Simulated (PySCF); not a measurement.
C2H9BeNSi. Atoms are numbered in the order given.

```xyz
14

Be    -0.2368     0.1352     0.1747
N      0.8515    -0.4759    -0.6683
C      2.2575    -0.1475    -0.5220
C      0.6035    -1.4545    -1.7109
H      2.8625    -1.0401    -0.2663
H      2.6791     0.2756    -1.4555
H      2.4095     0.5961     0.2773
H      0.9457    -1.0940    -2.7014
H      1.1306    -2.4087    -1.5112
H     -0.4720    -1.6810    -1.7939
Si    -1.7944     1.0043     1.4013
H     -2.8541     0.0092     1.7700
H     -2.5040     2.1485     0.7428
H     -1.2547     1.5358     2.6962
```
Charge 0, spin multiplicity 1.

Coordinates come from a B3LYP-D3(BJ)/def2-SVP optimisation. One conformer was computed; it need not be the lowest.

Calculation: HF/def2-TZVP run with PySCF.

Computed frontier levels, gap, dipole moment and polarisability:
```yaml
highest_occupied_level: -9.52 eV
lowest_empty_level: 1.79 eV
orbital_gap: 11.32 eV
dipole_moment: 1.97 D
quadrupole, principal values (traceless, Buckingham form, about the centre of nuclear charge): -6.94, 1.58, 5.35 D·Å
mean_static_polarisability: 75.1 bohr³ (11.13 Å³)
polarisability_principal_values: 64.8, 71.3, 89.2 bohr³
```
